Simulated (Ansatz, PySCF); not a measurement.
This PySCF input computes a PBE0/def2-TZVPD energy:

```python
from pyscf import gto, scf, dft

mol = gto.M(
    atom='''
    Li   -0.00000000   -0.00000000   -0.00000000
    F     1.87520030   -0.00004519   -0.02881500
    F    -0.93760611    1.62418276    0.01147264
    F    -0.93759420   -1.62413757    0.01734236
    ''',
    basis='def2-tzvpd',
    charge=-2,
    spin=0,
    verbose=4,
)

mf = dft.RKS(mol, xc='pbe0').density_fit(auxbasis='def2-universal-jkfit')
mf.grids.level = 3
mf.conv_tol = 1e-9
mf.max_cycle = 100
mf.max_memory = 1500
mf.kernel()
if not mf.converged:
    mf = mf.newton()
    mf.kernel(mf.make_rdm1())
mf.analyze()
```

Task: Write an input for the same energy in Ansatz (a quantum-chemistry and plane-wave program) and say what it gives.

Result: 
Ansatz 0.2 input:
```yaml
crystal:
  periodic: [false, false, false]
  atoms:
    - {symbol: Li, position_ang: [-0.00000000, -0.00000000, -0.00000000]}
    - {symbol: F, position_ang: [1.87520030, -0.00004519, -0.02881500]}
    - {symbol: F, position_ang: [-0.93760611, 1.62418276, 0.01147264]}
    - {symbol: F, position_ang: [-0.93759420, -1.62413757, 0.01734236]}
basis:
  gaussian:
    orbitals: def2-TZVPD
hamiltonian:
  xc: {name: PBE0}
total_charge: -2
output: {forces: true}
```
It gives -306.95393 Eh, and PySCF -306.95397 Eh, a difference of 0.04 mEh, from the treatment of integrals and grids.

It need not be the lowest isomer of its formula.
